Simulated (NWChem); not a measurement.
Program: NWChem. System: OSe, charge 0, spin multiplicity 3, at a geometry optimised with UB3LYP/def2-SVP. The structure started from a generated list of species. Its SCF solution wasn't tested for a lower state. Level: evGW@UPBE/def2-TZVPD, RI basis def2-tzvpd-rifit, 6 cycles.

Input file:

```
start mol
memory heap 200 mb stack 700 mb global 1700 mb
geometry units angstroms nocenter noautoz
  O      0.000000     0.000000     1.341033
  Se     0.000000     0.000000    -0.315537
  symmetry group C2v
end
basis spherical
  * library def2-tzvpd
end
basis "ri basis" bse spherical
  * library def2-tzvpd-rifit
end
dft
  xc xpbe96 cpbe96
  odft
  mult 3
  iterations 100
  direct
  tolerances tight
end
task dft energy
gw
  evgw 6
  states alpha occ -1 vir -1
  states beta occ -1 vir -1
end
task dft gw
```

NWChem printed:

```
             Northwest Computational Chemistry Package (NWChem) 7.3.0
             --------------------------------------------------------

                                NWChem Input Module
                                -------------------

 Scaling coordinates for geometry "geometry" by  1.889725989
 (inverse scale =  0.529177249)

 Turning off AUTOSYM since
 SYMMETRY directive was detected!

                             Geometry "geometry" -> ""
                             -------------------------

 Output coordinates in angstroms (scale by  1.889725989 to convert to a.u.)

  No.       Tag          Charge          X              Y              Z
 ---- ---------------- ---------- -------------- -------------- --------------
    1 O                    8.0000     0.00000000     0.00000000     1.34103300
    2 Se                  34.0000     0.00000000     0.00000000    -0.31553700

 Effective nuclear repulsion energy (a.u.)      86.8880951170

            Nuclear Dipole moment (a.u.)
            ----------------------------
        X                 Y               Z
 ---------------- ---------------- ----------------
     0.0000000000     0.0000000000     0.0000113384

      Symmetry information
      --------------------

 Group name             C2v
 Group number             16
 Group order               4
 No. of unique centers     2

      Symmetry unique atoms

     1    2


 Summary of "ao basis" -> "" (spherical)
 ------------------------------------------------------------------------------
       Tag                 Description            Shells   Functions and Types
 ---------------- ------------------------------  ------  ---------------------
 *                         def2-tzvpd                 on all atoms

 new library libraries.bse/

 Summary of "ri basis" -> "" (spherical)
 ------------------------------------------------------------------------------
       Tag                 Description            Shells   Functions and Types
 ---------------- ------------------------------  ------  ---------------------
 *                      def2-tzvpd-rifit              on all atoms
[...]
@GW        20        -12.490           0.000
@GW        21         -0.827           0.000
@GW        22         -0.825           0.000
@GW        23          2.044           0.000
@GW        24          1.846           0.000
@GW        25          1.871           0.000
@GW        26          1.871           0.000
@GW        27          2.774           0.000
@GW        28          4.837           0.000
@GW        29          4.835           0.000
@GW        30          4.262           0.000
@GW        31          4.650           0.000
@GW        32          4.650           0.000
@GW        33          6.224           0.000
@GW        34          6.223           0.000
@GW        35          6.909           0.000
@GW        36          7.973           0.000
@GW        37         10.702           0.000
@GW        38         10.699           0.000
@GW        39         10.975           0.000
@GW        40         12.455           0.000
@GW        41         12.458           0.000
@GW        42         14.469           0.000
@GW        43         14.469           0.000
@GW        44         14.443           0.000
@GW        45         14.443           0.000
@GW        46         15.408           0.000
@GW        47         16.712           0.000
@GW        48         16.712           0.000
@GW        49         18.218           0.000
@GW        50         22.213           0.000
@GW        51         22.214           0.000
@GW        52         24.402           0.000
@GW        53         24.414           0.000
@GW        54         29.889           0.000
@GW        55         36.896           0.000
@GW        56         36.895           0.000
@GW        57         38.771           0.000
@GW        58         38.767           0.000
@GW        59         39.759           0.000
@GW        60         40.623           0.000
@GW        61         40.632           0.000
@GW        62         42.406           0.000
@GW        63         42.407           0.000
@GW        64         44.255           0.000
@GW        65         44.258           0.000
@GW        66         47.789           0.000
@GW        67         47.798           0.000
@GW        68         49.450           0.000
@GW        69         51.529           0.000
@GW        70         51.529           0.000
@GW        71         60.771           0.000
@GW        72         60.747           0.000
@GW        73         60.775           0.000
@GW        74         69.664           0.000
@GW        75         80.730           0.000
@GW        76         80.724           0.000
@GW        77         87.337           0.000
@GW        78        105.723           0.000
@GW        79        105.707           0.000
@GW        80        101.593           0.000
@GW        81        108.885           0.000
@GW        82        108.867           0.000
@GW        83        108.867           0.000
@GW        84        147.501           0.000
@GW        85        147.501           0.000
@GW        86        149.014           0.000
@GW        87        149.018           0.000
@GW        88        153.967           0.000
@GW        89        154.685           0.000
@GW        90        154.685           0.000
@GW        91        179.954           0.000
@GW        92        179.952           0.000
@GW        93        185.870           0.000
@GW        94        185.868           0.000
@GW        95        190.822           0.000
@GW        96        207.438           0.000
@GW        97       1207.057           0.000

     GW Timing Statistics
   ------------------------
   Init.   :          0.2s
     ERIs  :          1.3s
     Distr.:          0.1s
     Vxc   :          0.2s
   Sigma_x :          0.0s
   RPA     :         59.7s
   Wmn     :          9.4s
   Sigma_c :         17.7s
   GW total:         88.8s

 Task  times  cpu:       88.8s     wall:       88.8s

 Total times  cpu:      108.8s     wall:      108.8s
```
